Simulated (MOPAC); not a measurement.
Input file for MOPAC: PM7 on CH3F3O (a complex).

```
PM7 1SCF PRECISE CHARGE=0 THREADS=1
CH3F3O

O      0.20833246 1    -0.05705035 1     0.03326065 1
H      0.33080413 1     0.77345075 1    -0.43858485 1
H      0.69397147 1    -0.71782353 1    -0.47160150 1
F      0.61609434 1     1.14121449 1     3.66732710 1
C      0.22459258 1    -0.08913176 1     3.28979439 1
F     -0.89864410 1    -0.39277015 1     3.96172538 1
F      1.17989996 1    -0.96065759 1     3.66008874 1
H      0.06437184 1    -0.12802752 1     2.21327443 1
```

It printed:

```
*******************************************************************************
 **                                                                           **
 **                              MOPAC v23.2.5                                **
 **                                                                           **
 *******************************************************************************
 ** MOPAC's Digital Object Identifier: https://doi.org/10.5281/zenodo.6511958 **
 **                                                                           **
 ** Please cite the open-source release paper for use of this MOPAC version:  **
 ** J. E. Moussa and J. J. P. Stewart (2026)                                  **
 ** MOPAC: An open-source semiempirical molecular orbital program             **
 ** J. Open Source Softw., 11(119), 8025, https://doi.org/10.21105/joss.08025 **
 *******************************************************************************

                              PM7 CALCULATION RESULTS

 *******************************************************************************
 *  PM7        - The PM7 Hamiltonian to be used
 *
 *
 *
 *                 CHARGE ON SYSTEM = 0
 *
 *
 *
 *  PRECISE    - TIGHTER CRITERIA TO BE USED
 *  1SCF       - DO 1 SCF AND THEN STOP
 *  THREADS=1  - MULTI-THREADING NOT USED
 *  T=         - A TIME OF 172800.0 SECONDS REQUESTED
 *  DUMP=N     - RESTART FILE WRITTEN EVERY 7200.0 SECONDS REQUESTED
 *******************************************************************************
PM7 1SCF PRECISE CHARGE=0 THREADS=1
 CH3F3O

   ATOM   CHEMICAL          X               Y               Z
  NUMBER   SYMBOL      (ANGSTROMS)     (ANGSTROMS)     (ANGSTROMS)

     1       O          0.20833246  *  -0.05705035  *   0.03326065  *
     2       H          0.33080413  *   0.77345075  *  -0.43858485  *
     3       H          0.69397147  *  -0.71782353  *  -0.47160150  *
     4       F          0.61609434  *   1.14121449  *   3.66732710  *
     5       C          0.22459258  *  -0.08913176  *   3.28979439  *
     6       F         -0.89864410  *  -0.39277015  *   3.96172538  *
     7       F          1.17989996  *  -0.96065759  *   3.66008874  *
     8       H          0.06437184  *  -0.12802752  *   2.21327443  *



          CARTESIAN COORDINATES

    NO.       ATOM           X           Y           Z

     1         O          0.2083     -0.0571      0.0333
     2         H          0.3308      0.7735     -0.4386
     3         H          0.6940     -0.7178     -0.4716
     4         F          0.6161      1.1412      3.6673
     5         C          0.2246     -0.0891      3.2898
     6         F         -0.8986     -0.3928      3.9617
     7         F          1.1799     -0.9607      3.6601
     8         H          0.0644     -0.1280      2.2133

 General Reference for PM7:
 "Optimization of Parameters for Semiempirical Methods VI: More Modifications to the
 NDDO Approximations and Re-optimization of Parameters", J. J. P. Stewart, J. Mol. Mod., 1:32, 19 (2013)
 https://link.springer.com/article/10.1007/s00894-012-1667-x

           Empirical Formula: C H3 O F3  =     8 atoms



      MOLECULAR POINT GROUP   :   Cs


      RHF CALCULATION, NO. OF DOUBLY OCCUPIED LEVELS = 17


 -------------------------------------------------------------------------------
 PM7 1SCF PRECISE CHARGE=0 THREADS=1
 CH3F3O



     1SCF WAS SPECIFIED, SO BFGS WAS NOT USED
     SCF FIELD WAS ACHIEVED


                              PM7 CALCULATION
                                                       MOPAC v23.2.5 Linux




          FINAL HEAT OF FORMATION =       -215.99409 KCAL/MOL =    -903.71926 KJ/MOL


          COSMO AREA              =        112.21 SQUARE ANGSTROMS
          COSMO VOLUME            =         89.10 CUBIC ANGSTROMS

          IONIZATION POTENTIAL    =         12.697597 EV
          HOMO LUMO ENERGIES (EV) =        -12.698  1.928
          NO. OF FILLED LEVELS    =         17
          MOLECULAR WEIGHT        =         88.0293         POINT GROUP:  Cs

          MOLECULAR DIMENSIONS (Angstroms)

            Atom       Atom       Distance
            F     6    H     3     4.72191
            F     7    H     2     2.94567
            F     6    F     4     2.06475


          SCF CALCULATIONS        =          1





   ATOM   CHEMICAL          X               Y               Z
  NUMBER   SYMBOL      (ANGSTROMS)     (ANGSTROMS)     (ANGSTROMS)

     1       O          0.20833246  *  -0.05705035  *   0.03326065  *
     2       H          0.33080413  *   0.77345075  *  -0.43858485  *
     3       H          0.69397147  *  -0.71782353  *  -0.47160150  *
     4       F          0.61609434  *   1.14121449  *   3.66732710  *
     5       C          0.22459258  *  -0.08913176  *   3.28979439  *
     6       F         -0.89864410  *  -0.39277015  *   3.96172538  *
     7       F          1.17989996  *  -0.96065759  *   3.66008874  *
     8       H          0.06437184  *  -0.12802752  *   2.21327443  *

                             CARTESIAN COORDINATES

   1    O        0.208332460    -0.057050350     0.033260650
   2    H        0.330804130     0.773450750    -0.438584850
   3    H        0.693971470    -0.717823530    -0.471601500
   4    F        0.616094340     1.141214490     3.667327100
   5    C        0.224592580    -0.089131760     3.289794390
   6    F       -0.898644100    -0.392770150     3.961725380
   7    F        1.179899960    -0.960657590     3.660088740
   8    H        0.064371840    -0.128027520     2.213274430


           Empirical Formula: C H3 O F3  =     8 atoms



      MOLECULAR POINT GROUP   :   Cs


                  EIGENVALUES
 -41.63097 -41.33499 -41.32261 -29.97113 -24.76847 -19.08982 -18.73150 -18.72782
 -18.34433 -16.47410 -16.47073 -16.23687 -15.34346 -15.34081 -14.92720 -13.87964
 -12.69760   1.92849   2.51722   2.53226   3.40787   4.50403   5.80335


              NET ATOMIC CHARGES AND DIPOLE CONTRIBUTIONS

  ATOM NO.   TYPE          CHARGE      No. of ELECS.   s-Pop       p-Pop
    1          O          -0.675216        6.6752     1.81481     4.86040
    2          H           0.338310        0.6617     0.66169
    3          H           0.338305        0.6617     0.66170
    4          F          -0.209029        7.2090     1.96942     5.23961
    5          C           0.435052        3.5649     1.18274     2.38221
    6          F          -0.204521        7.2045     1.96929     5.23523
    7          F          -0.208955        7.2090     1.96941     5.23954
    8          H           0.186054        0.8139     0.81395
 DIPOLE           X         Y         Z       TOTAL
 POINT-CHG.     0.596     0.179    -3.982     4.030
 HYBRID         0.234     0.063     0.158     0.290
 SUM            0.831     0.242    -3.824     3.921


          ATOMIC ORBITAL ELECTRON POPULATIONS

     Atom    s        px        py        pz
    1  O   1.81481   1.82721   1.38788   1.64532
    2  H   0.66169
    3  H   0.66170
    4  F   1.96942   1.91367   1.38643   1.93950
    5  C   1.18274   0.72035   0.71410   0.94776
    6  F   1.96929   1.47389   1.93418   1.82715
    7  F   1.96941   1.62250   1.67572   1.94133
    8  H   0.81395

 **********************
 *                    *
 * JOB ENDED NORMALLY *
 *                    *
 **********************




 == MOPAC DONE ==
```

The run finished.

Cost: about 0.020 core-seconds (a rough figure).
